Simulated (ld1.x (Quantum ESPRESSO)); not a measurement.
**What one change does to a pseudopotential (arsenic (As), PAW)**

arsenic, PAW, made with ld1.x (Quantum ESPRESSO) 7.5 (PBEsol, scalar-relativistic). Core [Ar], reference 3d10 4s2 4p3. Waves: 4s (bound): rcut 1.75, rcutus 2.00 bohr; 4s channel at 1.5 Ry: rcut 1.75, rcutus 2.00 bohr; 4p (bound): rcut 1.40, rcutus 1.90 bohr; 4p channel at 1.2 Ry: rcut 1.40, rcutus 1.90 bohr; 3d (bound): rcut 0.75, rcutus 0.90 bohr; 3d channel at -2.45 Ry: rcut 0.75, rcutus 0.90 bohr. Local part: all-electron potential smoothed inside 1.45 bohr (lloc = -2). Core correction: a·sin(br)/r model core inside 0.90 bohr. Augmentation charge: PSQ, inside the norm-conserving radii.

All-electron outer shells of the reference configuration (PBEsol, scalar-relativistic, ld1.x):

| shell | level (eV) | outermost node (bohr) | outermost maximum (bohr) |
| --- | --- | --- | --- |
| 3s | -189.91 | 0.25 | 0.52 |
| 3p | -133.47 | 0.22 | 0.52 |
| 3d | -40.64 | – | 0.47 |
| 4s | -14.50 | 0.73 | 1.61 |
| 4p | -5.20 | 0.78 | 1.97 |

Change: waves 4s (bound): rcut 1.75, rcutus 2.68 bohr; 4s channel at 1.5 Ry: rcut 1.75, rcutus 2.68 bohr.

Cutoffs: the cutoffs (Ry, on a coarse ladder) from which the occupation-weighted sum of valence levels, in a spherical-Bessel basis at the reference potential, stays within 10 and 1 mRy of its value at 400 Ry; they do not see the model core or the augmentation charge, which bear on the density cutoff. Errors are all-electron minus pseudo energies relative to the spin-unpolarised reference configuration.

Question: How do hardness, ghosts and transferability respond?

Answer: The potential gets neither clearly harder nor softer (200 Ry and 300 Ry → 200 Ry and 300 Ry); of the 7 tests that both files solve, the error grows in 0 and shrinks in 4 by more than 15 % and 0.3 meV (median size 2.4 → 2.3 meV); neither file shows a bound ghost. That the errors move this way runs against the usual rule that smaller radii transfer better.

| quantity | base | changed |
| --- | --- | --- |
| cutoff, loose | 200 Ry | 200 Ry |
| cutoff, tight | 300 Ry | 300 Ry |
| bound ghosts | none | none |
| error for 3d10 4s2 4p2, meV [ΔE 9.16 eV] | -1.3 | -1.3 |
| error for 3d10 4s2 4p1, meV [ΔE 27.10 eV] | -4.4 | -3.6 |
| error for 3d10 4s2 4p0, meV [ΔE 54.82 eV] | -11 | -6.0 |
| error for 3d10 4s1 4p3, meV [ΔE 19.27 eV] | -2.4 | -2.3 |
| error for 3d10 4s0 4p5, meV [ΔE 19.07 eV] | -2.4 | -1.9 |
| error for 3d10 4s2 4p3.3, meV [ΔE -1.23 eV] | +0.2 | +0.2 |
| error for 3d9 4s2 4p4, meV [ΔE 40.10 eV] | -248 | -63 |
| lowest overlap eigenvalue by channel | s 0.41, p 0.64, d 0.99 | s 0.37, p 0.64, d 0.99 |
